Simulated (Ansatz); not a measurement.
Harmonic frequencies (cm⁻¹) at PBE0-D4/def2-TZVP from Ansatz: 82, 96, 132, 170, 208, 217, 283, 402, 458, 470, 574, 749, 787, 868, 875, 884, 945, 2155, 2166, 2173, 2704.

Each molecule was computed in one conformer, which needn't be the lowest.

Problem. Which molecule is it?
A. `F[SiH]1[SiH2][SiH2]1`
B. `F[Si](F)(S)[GeH3]`
C. `OC(F)(F)BF`
D. `BN1B[SiH2]1`

Solution. B.
